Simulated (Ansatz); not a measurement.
`CC([SiH3])[SiH3]` → 2 C• + 10 H• + 2 Si•  (atomization)

Computed with Ansatz on PBE0-D4/def2-TZVP structures; ΔE is electronic, products minus reactants. CCSD(T)/CBS adds triple-zeta CCSD(T) − MP2 to the extrapolated MP2 energy (def2 sets, frozen cores). This one scheme is used for every species, atoms too. For atomizations the MP2-based limit and the directly extrapolated one differ by several kJ/mol either way, and by 10 to 25 for some Ge, Se and Sn compounds, so smaller differences from it don't rank the levels. DFT in def2-TZVPP. No spin–orbit coupling; open shells (•) take unrestricted orbitals. Spin–orbit coupling would lower the free atoms: a little for C, Si.

`CC([SiH3])[SiH3]`:

```xyz
14

C     0.423    0.114    1.518
C     0.477   -0.061   -0.006
Si   -0.096    1.489   -0.894
Si   -0.488   -1.575   -0.555
H     1.021    0.968    1.848
H     0.798   -0.771    2.040
H    -0.602    0.283    1.861
H     1.515   -0.229   -0.325
H     0.715    2.659   -0.458
H    -1.522    1.766   -0.568
H     0.035    1.339   -2.369
H    -0.377   -1.775   -2.025
H    -1.926   -1.416   -0.203
H     0.028   -2.790    0.134
```

Question: What is ΔE at CCSD(T)/CBS? (An estimate is asked.)

Answer: The calculation gave: +4735.3 kJ/mol.

Question: What do these levels give: LDA (SPW92), B97M-V, MP2/def2-SVP, CCSD/def2-SVP, CCSD(T)/def2-SVP, CCSD/CBS(def2)? (Best estimate.)

Answer: The calculation gave: LDA (SPW92) 5238.1, B97M-V 4742.9, MP2/def2-SVP 4471.9, CCSD/def2-SVP 4465.8, CCSD(T)/def2-SVP 4497.2, CCSD/CBS(def2) 4693.7 kJ/mol.

Largest T1 diagnostic among the species: 0.012.

In def2-TZVPP, CCSD(T) changes the Hartree–Fock value by +995.2 kJ/mol (the triples alone add +41.6 kJ/mol) and MP2 by +982.5 kJ/mol; breaking electron pairs costs correlation energy, which Hartree–Fock lacks. From r2SCAN to r2SCAN0 (25 % exact exchange), in def2-TZVPP and without D4, ΔE moves by −23.9 kJ/mol: exact exchange takes away binding that semilocal exchange gives to molecules.
